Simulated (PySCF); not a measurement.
F2Ge, charge -1, doublet, geometry from GFN2-xTB (a state made from the parent by changing its charge; the spin is typed, not shown lowest) (in this run its highest filled SCF level lies above zero, so its values depend strongly on the basis, on diffuse functions most of all). Base run: PBE0/def2-SVP (PySCF).

Here is a job for PySCF.
```python
from pyscf import gto, scf, dft, solvent

mol = gto.Mole()
mol.atom = '''
    Ge    0.04321134   -0.02929254    0.40074226
    F     0.81526311    1.59329525   -0.69596593
    F    -0.96890344   -1.48914400   -0.72889542
'''
mol.basis = 'def2-svp'
mol.charge = -1
mol.spin = 1
mol.verbose = 4
mol.build()

mf = dft.UKS(mol)
mf.xc = 'pbe0'
mf.kernel()
```

Each row names what was changed in the base input (with any setting that the change needs).

| change | ΔE vs base (kJ/mol) |
|---|---|
| base | 0.00 |
| model = IEF-PCM; solvent = n-hexane; lebedev_order = 41 | -117.4 |
| model = IEF-PCM; solvent = n-hexane; lebedev_order = 11 | -116.8 |
| model = IEF-PCM; solvent = 2-propanol | -240.1 |
| model = IEF-PCM; solvent = tetrahydrofuran | -218.7 |
| model = IEF-PCM; solvent = chloroform | -198.7 |
| model = COSMO; solvent = n-hexane | -93.3 |
| model = ddCOSMO; solvent = n-hexane | -115.0 |
| model = C-PCM; solvent = n-hexane | -118.2 |
| model = SS(V)PE; solvent = n-hexane | -116.3 |
| model = IEF-PCM; solvent = n-hexane; r_probe = 0.5 | -99.2 |
| model = IEF-PCM; solvent = n-hexane; vdw_scale = 1.4 | -104.7 |

The base is the gas phase, so ΔE is the electrostatic part of solvation at a fixed geometry, without cavity and dispersion terms.

Open shells are given as the SCF converged; they aren't shown to be the lowest states, and a large step between rows can be another state.

The gas-phase anion may not be bound at this level, which the solvent then changes.
